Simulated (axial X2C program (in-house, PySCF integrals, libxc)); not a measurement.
**Potential curves of MgTe⁻, spin-free**

Calculated with an in-house all-electron X2C program for linear molecules (integrals from PySCF). Spin-free means the one-electron spin-free X2C Hamiltonian. Basis: Te dyall-acv3z [12s13p9d5f1g], Mg dyall-av3z [10s9p6d4f] (cores contracted in-house); Gaussian nuclei, density fitting, unrestricted open shells. Masses: Te 129.906 u, Mg 23.985 u.

State: M_S = 1/2, Λ = 0 (beyond evenly filled blocks: σα). Energies in kJ/mol from the fragments at the same level (Te- + Mg). Fits are polynomials in 1 − R0/R over 0.85 to 1.23 times the lowest point R0.

```csv
R (Å),CCSD(T),PBE0,HF
2.2350,,-108.54,-47.79
2.3378,-126.68,-142.53,-84.49
2.4149,-142.82,-156.64,-99.91
2.4919,-151.26,-163.55,-107.47
2.5690,-153.82,-164.88,-109.03
2.6589,-151.30,-161.26,-105.28
2.7488,-144.58,-153.83,-97.52
2.8644,-132.05,-140.65,-84.66
3.0057,,-122.23,-69.26
3.2112,,-95.71,
```

Correlated methods: 9 electrons correlated (number of frozen shells: Te 4 s, 3 p, 2 d; Mg 2 s, 1 p), 355 virtual spin orbitals or spinors in MP2, 90 natural virtuals in coupled cluster.

The state is one determinant whose occupation by symmetry is held fixed; it was picked as the lowest of a PBE0 search that is not exhaustive. De is counted from the lowest determinant-based energies of the atoms at the same level, without counterpoise correction. CCSD and (T) use frozen natural virtuals with an MP2 correction for the truncation; (T) itself is uncorrected, so its De runs slightly low. The determinant is spin-polarised beyond a pure state at some levels (its spin-free form has ⟨S²⟩ too high), which makes Re and μ there less reliable. The stretched end of a curve changes character and is left out. With the outer-core shells frozen, correlated bond lengths of heavy atoms tend to come out a few hundredths of an ångström too long. Spin-free De lacks the spin–orbit lowering of the heavy p-block atom, a tenth of an eV or more for 4p and 5p, up to an eV for 6p and one to two eV for 7p atoms, less what an open-shell molecule gains itself. Hartree–Fock gets electron affinities wrong, so its lowest charge split need not be the true one. Coupled cluster ran on the points near the minimum only. MP2 and coupled cluster on one determinant become unreliable at the stretched end.

Question: What are Re, ωe and De at the CCSD(T) level?

Answer: At CCSD(T), spin-free: Re = 2.571 Å, ωe ≈ 320 cm⁻¹, De = 1.59 eV to Te- + Mg; Be follows as 0.126 cm⁻¹.

Question: What are Re, ωe and De at the PBE0 level?

Answer: At PBE0, spin-free: Re = 2.552 Å, ωe ≈ 321 cm⁻¹, De = 1.71 eV to Te- + Mg; Be follows as 0.128 cm⁻¹.

Question: What are Re, ωe and De at the HF level?

Answer: At HF, spin-free: Re = 2.554 Å, ωe ≈ 334 cm⁻¹, De = 1.13 eV to Te- + Mg; Be follows as 0.128 cm⁻¹.
